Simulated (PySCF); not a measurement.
C3H8BF3S2.
Geometry (PBE0-D3(BJ)/def2-SVP, Å), atoms numbered from 1 in this order:
```
atom  x, y, z in Å
C1    -1.4638    1.4316   -0.1337
S2    -0.6220   -0.0454   -0.7159
C3    -1.9636   -1.2431   -0.7208
B4     0.4184   -0.6141    0.8729
S5     1.6472    0.7554    1.2757
C6     2.9558    0.4030    0.0864
F7     3.5661   -0.7594    0.3067
F8     3.8790    1.3609    0.1528
F9     2.5074    0.3661   -1.1759
H10   -2.0209    1.2096    0.7873
H11   -0.6680    2.1575    0.0834
H12   -2.1261    1.8171   -0.9199
H13   -2.7011   -0.9724   -1.4881
H14   -2.4262   -1.2929    0.2749
H15   -1.5165   -2.2155   -0.9665
H16   -0.4024   -0.6812    1.7694
H17    0.9147   -1.6633    0.5199
```

The closed-shell ground state was solved at several levels (PySCF, density fitting, gas phase, non-relativistic).

```
            level  basis functions  total energy (Eh)  HOMO (eV)  LUMO (eV)  gap (eV)  dipole (D)
mPW1PW91/pcSseg-1              207         -1239.7821      -6.99       0.05      7.04        6.79
    PBE0/pcSseg-1              207         -1239.1096      -6.96       0.06      7.02        6.77
```

Estimate the row for B3LYP/def2-SVPD, a basis of 267 functions; the other rows only guide the guess.

Total energy -1239.4096 Eh, HOMO -6.74 eV, LUMO -0.40 eV, gap 6.34 eV, dipole 6.70 D.

Over all these levels, which gives the widest orbital gap and which the narrowest?

mPW1PW91/pcSseg-1 (global hybrid, 25 % exact exchange) has the widest, 7.04 eV, and B3LYP/def2-SVPD (global hybrid, 20 % exact exchange) the narrowest, 6.34 eV. Functional and basis both differ between the two, so the spread mixes both effects.

How far do the dipole and the HOMO energy spread over the levels?

The dipole runs from 6.70 to 6.79 D (mean 6.75 D) and the HOMO from -6.99 to -6.74 eV.

One conformer stands for the species.
